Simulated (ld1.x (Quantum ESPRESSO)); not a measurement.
# What one change does to a pseudopotential (I (Z = 53), TM)

iodine, norm-conserving Troullier–Martins (Kleinman–Bylander form), made with ld1.x (Quantum ESPRESSO) 7.5 (PBEsol, scalar-relativistic). Core [Kr], reference 4d10 5s1.75 5p5.25. Waves: 5p (bound): rc 1.60 bohr; 4d (bound): rc 0.80 bohr; 5s (bound): rc 1.65 bohr. Local part: the s channel. Core correction: Bessel-smoothed model core inside 0.70 bohr.

Change: wave 5s (bound): rc 1.65 bohr becomes 5s (bound): rc 1.12 bohr.

Cutoffs: the cutoffs (Ry, on a coarse ladder) from which the occupation-weighted sum of valence levels, in a spherical-Bessel basis at the reference potential, stays within 10 and 1 mRy of its value at 400 Ry; they do not see the model core or the augmentation charge, which bear on the density cutoff. Errors are all-electron minus pseudo energies relative to the spin-unpolarised reference configuration.

Question: Predict the effect on cutoff, ghosts and configuration errors.

Answer: A bound ghost appears in p, s, which as a rule spoils a file; the number of tests that count goes from 7 to 6; of the 6 tests that both files solve, the error grows in 6 and shrinks in 0 by more than 15 % and 0.3 meV (median size 1.5 → 19.6 meV). That the errors move this way runs against the usual rule that smaller radii transfer better.

```tsv
quantity	base	changed
cutoff, loose	230 Ry	230 Ry
cutoff, tight	over 300 Ry	over 300 Ry
loose cutoff by channel (10 mRy a level)	p 35 Ry, d 140 Ry, s 25 Ry	p 35 Ry, d 140 Ry, s 180 Ry
bound ghosts	none	p, s (extra level of the local part)
tests counted (converged, no solver errors)	7 of 7	6 of 7
error for 4d10 5s2 5p5, meV [ΔE -2.59 eV]	+0.2	+1.1
error for 4d10 5s2 5p4, meV [ΔE 8.56 eV]	-1.1	-11
error for 4d10 5s2 5p3, meV [ΔE 28.44 eV]	+1.9	-28
error for 4d10 5s2 5p4.5, meV [ΔE 1.95 eV]	-0.8	-4.1
error for 4d10 5s2 5p2, meV [ΔE 57.83 eV]	+10	-41
error for 4d10 5s2 5p1, meV [ΔE 97.32 eV]	+19	-34
```

Changed file: Tests not counted: 4d9 5s2 5p5 (solver errors, printed error -2970 eV). A true bound ghost makes a file unfit for plane-wave use even where its test errors are small: the radial tests pick states by their node count and pass the ghost by. Where a test does run into it, the solver fails or the error is huge.
